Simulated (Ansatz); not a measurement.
Reaction (SMILES): [Cl][Ge]([Cl])([Cl])[Cl] [tetrachlorogermane] → [Cl][Ge]([Cl])[Cl] + Cl atom (the Cl-Ge bond at the site shown breaks; other sites are not compared here)
Each molecule is optimised on its own at B3LYP-D3(BJ)/def2-TZVP (Ansatz, a quantum-chemistry and plane-wave program). Frequencies are from Ansatz.

Wanted: bond dissociation energy (enthalpy at 298 K, with B3LYP-D3(BJ) rigid-rotor harmonic-oscillator terms), in kJ/mol. Cores are frozen in the correlated levels unless marked. UHF or UKS for open shells. Spin-orbit coupling is left out. The frozen core is the preceding noble-gas configuration, with the filled d and f shells of earlier blocks. No relativistic terms. Basis-set limits of correlation are two-point, X^-3; Hartree-Fock from the larger set.

```
level                                      program  bond dissociation energy (kJ/mol)
----------------------------------  --------------  ---------------------------------
SVWN5/def2-TZVPD                            Ansatz                              426.7
PBE/def2-TZVPD                              Ansatz                         (withheld)
r2SCAN-D4/def2-TZVPD                Ansatz + dftd4                              374.8
B3LYP-D4/def2-TZVPD                 Ansatz + dftd4                              356.6
r2SCAN0-D4/def2-TZVPD               Ansatz + dftd4                              373.6
SCS-MP2/def2-SVPD                           Ansatz                              365.8
CCSD(T)/CBS(def2-TZVPP,def2-QZVPP)          Ansatz                              395.6
```

Question: Some entries are withheld; supply them.

Answer: 
- PBE/def2-TZVPD, bond dissociation energy (kJ/mol): 362.7
